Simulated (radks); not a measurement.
Ba, 56 electrons, occupied as [Kr] 4d10 5s2 5p5 6s2 6p1 (not the ground configuration).

Method: Dirac Kohn-Sham, PBE, spin-unpolarised, spherical densities, point nucleus; open shells fill j = l - 1/2 first; computed with a radial shooting solver on a logarithmic mesh with Libxc functionals.

Energy parts (hartree):
part                       energy
total                  -8138.6491
kinetic                 8688.8220
electron-nucleus      -19782.8949
Hartree                 3153.3737
exchange-correlation    -197.9499

Orbitals (lengths in bohr, moments of r in powers of bohr; <r^-3> diverges for s and p1/2):
| orbital | occ. | eigenvalue (hartree) | <r^4> | <r> | <r^-3> | <1/r> |
|---|---|---|---|---|---|---|
| 1s1/2 | 2 | -1368.395 | 2.074e-06 | 0.02558 | - | 60.71 |
| 2s1/2 | 2 | -216.3881 | 0.0003458 | 0.1093 | - | 14.25 |
| 2p1/2 | 2 | -203.8347 | 0.0002188 | 0.09193 | - | 14.23 |
| 2p3/2 | 4 | -189.8057 | 0.0002686 | 0.09793 | 6295 | 12.99 |
| 3s1/2 | 2 | -45.84856 | 0.01438 | 0.2916 | - | 5.121 |
| 3p1/2 | 2 | -40.58225 | 0.01351 | 0.2815 | - | 5.033 |
| 3p3/2 | 4 | -37.87041 | 0.01579 | 0.2934 | 1247 | 4.724 |
| 3d3/2 | 4 | -28.63606 | 0.01238 | 0.2644 | 202.6 | 4.585 |
| 3d5/2 | 6 | -28.05801 | 0.01300 | 0.2681 | 185.5 | 4.506 |
| 4s1/2 | 2 | -9.16591 | 0.3830 | 0.6738 | - | 2.103 |
| 4p1/2 | 2 | -7.25157 | 0.4581 | 0.6967 | - | 1.997 |
| 4p3/2 | 4 | -6.68610 | 0.5335 | 0.7239 | 260.8 | 1.897 |
| 4d3/2 | 4 | -3.55996 | 0.8801 | 0.7938 | 34.41 | 1.672 |
| 4d5/2 | 6 | -3.46373 | 0.9248 | 0.8037 | 31.23 | 1.647 |
| 5s1/2 | 2 | -1.41089 | 12.54 | 1.615 | - | 0.8201 |
| 5p1/2 | 2 | -0.90141 | 21.07 | 1.814 | - | 0.7233 |
| 5p3/2 | 3 | -0.81975 | 24.98 | 1.891 | 37.49 | 0.6895 |
| 5d3/2 | 0 | -0.17262 | 181.0 | 2.901 | 2.496 | 0.4505 |
| 5d5/2 | 0 | -0.16577 | 194.5 | 2.952 | 2.237 | 0.4424 |
| 6s1/2 | 2 | -0.17133 | 647.9 | 4.303 | - | 0.2932 |
| 6p1/2 | 1 | -0.08239 | 1672 | 5.374 | - | 0.2330 |
| 6p3/2 | 0 | -0.07467 | 1969 | 5.595 | 3.559 | 0.2235 |

The highest occupied level is 6p1/2 at -2.242 eV. The configuration is held as typed, so some empty levels lie below it. Summed over all electrons, <r^2> = 113.4 bohr^2, which gives a Langevin (diamagnetic) susceptibility term of -89.8 x 10^-6 cm^3/mol. The density falls to 0.001 e/bohr^3 at r = 5.86 bohr.
